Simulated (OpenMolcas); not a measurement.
Fe2+ with 6 ligands (chloride) in octahedral coordination (Oh) at 2.54 Å. A charge of +0.667 e stands 3.2 Å behind each ligand. Ligand basis ANO-RCC-VDZP.

```json
{
  "Program": "OpenMolcas",
  "Method": "CASSCF",
  "Basis": "ANO-RCC-VDZP [5s4p2d1f]",
  "Scalar Hamiltonian": "DKH2, point nucleus",
  "Active space": "6 electrons in 5 orbitals (3d)",
  "State averaging": "2S+1 = 5 even, 5 roots; 2S+1 = 3 even, 45 roots; 2S+1 = 1 even, 50 roots",
  "Spin-orbit coupling": "state interaction with AMFI integrals over the reference wave functions"
}
```

(1) What is the spin-free ground state (labels of O, the rotations of Oh)?

(2) Where is the first state of the same spin?

(3) What are the lowest two levels with spin-orbit coupling?

(4) What is χT at 300 K, and how does it compare with the textbook value?

(5) Which ligand-field parameters describe the states?

Answers

(1) 5T2, 3-fold in its orbital part, 100 % from free-ion D terms; it has the highest spin that d6 allows.

(2) 5E at 3960 cm-1 above the ground state.

(3) A 3-fold level T2, then a 2-fold level E 185.4 cm-1 above it. Their leading multiplicities are 5 (100 %) and 5 (100 %).

(4) The lowest level has 2S+1 = 5, for which the spin-only value is χT = S(S+1) / 2 = 3.000 cm3 K/mol (g = 2). The computed 4.222 at 300 K differs by +1.222, through orbital momentum, spin-orbit coupling and any other state in reach. With a threefold ground state the orbital momentum is unquenched, so the spin-only value is not expected to hold.

(5) A least-squares ligand-field fit to the states below 45000 cm-1, each weighted by its degeneracy and with a free common offset, gives 10Dq = 3899 cm-1, B = 1132 cm-1 and C = 4214 cm-1 (C/B = 3.72), with an rms deviation of 45 cm-1. The same method and metal basis give the free ion B = 1168 cm-1 (fit to its terms below 60000 cm-1, rms deviation 30 cm-1), so the nephelauxetic ratio is β = 1132 / 1168 = 0.97; it hangs on how both fits weigh the states, and computed free-ion B values tend to be too large, so β mixes covalency with correlation.

An orbital triplet at a regular site is open to Jahn-Teller coupling, which can distort the site and quench the lowest spin-orbit gaps and is left out. Without dynamic correlation the repulsion within the d shell is too large (B by tens of per cent), so at a given field states of lower spin stand too high. Ligand-to-metal charge-transfer states are missing. With no ligand orbital active B as a rule stays too high, so bands that hang on it stand too high and its fall with covalency is understated. With metal d orbitals alone and no dynamic correlation the field as a rule comes out too small, by tens of per cent, by up to half for chloride and softer ligands, and with too little covalency χT stands high. No measured value stands beside these numbers; the geometry is a model, was not optimised and need not be the one that this ion takes.
